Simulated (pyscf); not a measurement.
PySCF, gas phase, ωB97X-D3(BJ)/def2-SVP geometries. MP2 and CC: frozen core, UHF for open shells. ΔMP2 is the change of the MP2 total energy from the triple- to the quadruple-zeta basis.

Problem. For the elementary gas-phase step HO–AsH• (SMILES O[AsH]) -> •O–AsH₂ (SMILES [O][AsH2]) (doublet surface; H–O broken, As–H formed), what barrier and reaction energy does CCSD(T)/def2-TZVPP + ΔMP2(QZVPP) give, measured from the reactant's lowest minimum found?

Solution. ΔE‡ = 246.7 kJ/mol, ΔE = +141.8 kJ/mol. Zero-point energy shifts the barrier by -15.7 kJ/mol. It is a hydrogen shift, with an imaginary mode of 1742i cm⁻¹. One saddle was located; it need not be the lowest between these sides. The CCSD(T) − MP2 part came from Ansatz, without density fitting, on the same reference. The frozen core leaves the outer d or s,p core shells of the metals and heavy elements correlated in the MP2 and CC values, and def2-TZVPP describes them poorly, which can shift differences by a few kcal/mol. Elements up to Kr have no core potential and no relativistic terms here.
